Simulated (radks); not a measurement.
Initial-state core-level shifts of neutral praseodymium when its valence configuration changes from [Xe] 4f3 6s2. All-electron calculation, scalar-relativistic Kohn-Sham, BLYP, spin-unpolarised, spherical densities, point nucleus. Program: a radial shooting solver on a logarithmic mesh with Libxc functionals. Shifts are changes of the shell-averaged eigenvalues in eV (positive: less bound).

| valence | 2p | 3s | 4s | 5p |
|---|---|---|---|---|
| 4f3 5d1 6s1 | +0.944 | +0.882 | +0.908 | +1.037 |
| 4f3 5d0.5 6s1.5 | +0.554 | +0.523 | +0.535 | +0.587 |
| 4f1 6s2 6p2 | -21.219 | -23.518 | -22.022 | -11.155 |
| 4f3 6s1 6p1 | -1.142 | -1.122 | -1.132 | -1.177 |
| 4f2 6s2 6p1 | -9.522 | -10.489 | -9.974 | -5.396 |
| 4f2.5 5d0.5 6s2 | -2.912 | -3.364 | -3.161 | -1.208 |
| 4f3 6p2 | -2.190 | -2.153 | -2.172 | -2.243 |
| 4f3 5d1 6p1 | +0.017 | -0.022 | -0.010 | +0.022 |
